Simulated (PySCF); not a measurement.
**Spin states of SeI⁺**

Unrestricted PBE0; basis Se cc-pVDZ-PP with ECP10, I cc-pVDZ-PP with ECP28; scalar-relativistic core potentials; PySCF 2.14. Outer shells of the fragments: Se+ 3d10 4s2 4p3; I 4d10 5s2 5p5.

Followed along the bond (rough minima from three points):

```tsv
2Ms+1	unpaired	⟨S²⟩ at the start	R at minimum (Å)	Te (eV)
3	π ↑↑	2.01	2.38	0.00
1	π ↑↓	1.01	2.38	0.27
1	none	0.30	2.38	1.09
5	σ ↑, π ↑↑↑	6.00	none in the scan	≤ 2.37
```

Solutions found at the starting distance of 2.525 Å, counted from the lowest of them; the search is not exhaustive and high or unbound solutions are not listed, so other states can lie among these:

| 2Ms+1 | unpaired | term | E (eV) | ⟨S²⟩ | ⟨Lz²⟩ | μ (D) |
| --- | --- | --- | --- | --- | --- | --- |
| 3 | π ↑↑ | ³Σ⁻ | 0.00 | 2.01 | 0.00 | -1.48 |
| 1 | π ↑↓ | mixed | 0.28 | 1.01 | 2.01 | -1.24 |
| 1 | none | mixed | 1.08 | 0.30 | 2.00 | -0.40 |
| 3 | π ↑↑ | mixed | 1.98 | 2.00 | 2.01 | 0.94 |
| 3 | σ ↑, π ↑ | ³Π | 2.83 | 2.03 | 1.12 | -1.32 |
| 1 | σ ↓, π ↑ | mixed | 2.86 | 1.56 | 1.02 | -1.08 |
| 5 | σ ↑, π ↑↑↑ | ⁵Π | 2.94 | 6.00 | 1.00 | -0.82 |
| 3 | σ ↑, π ↑↑↓ | mixed | 3.62 | 3.01 | 3.02 | -0.64 |
| 3 | σ ↑, π ↑ | ³Π | 3.73 | 2.01 | 1.00 | -0.51 |
| 1 | σ ↓, π ↑ | mixed | 3.98 | 1.01 | 1.00 | -0.54 |

A term symbol is given only where ⟨S²⟩ and ⟨Lz²⟩ are close to those of a pure state; real π, δ and φ orbitals otherwise mix terms. A positive dipole points towards I; it is taken about the centre of mass and depends on that origin.

Spin–orbit coupling is left out. Counting both spins, an empty level lies below a filled one in some of these solutions, because spin and occupation are held.
